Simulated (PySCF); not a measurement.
# Au: interval between two levels

Au [Xe] 4f14 5d10 6s1 [2S1/2, M_J = 1/2] → Au [Xe] 4f14 5d9 6s2 [2D5/2, M_J = 5/2], as a difference of total energies. Calculation: PySCF 2.14, in x2c-TZVPall-2c with one added diffuse shell each of s, p, d type (12s12p11d2f, 117 functions); the two-component X2C-1e Hamiltonian. Correlated levels: [Kr] 4d10 4f14 frozen; the 34 highest virtual spinors dropped. "Screened" scales the spin-orbit matrix elements by Boettger's factors to mimic the two-electron term; Breit and QED terms are absent.

| method | interval between two levels (cm⁻¹) |
| --- | --- |
| GHF (screened spin-orbit) | 10131 |
| GMP2 (screened spin-orbit) | 8691.9 |

Errors of the correlated levels include the incompleteness of this basis and the frozen core.

For comparison: 9161.2 cm⁻¹ (measured; NIST Handbook of Basic Atomic Spectroscopic Data (Sansonetti and Martin, J. Phys. Chem. Ref. Data 34, 1559 (2005))).
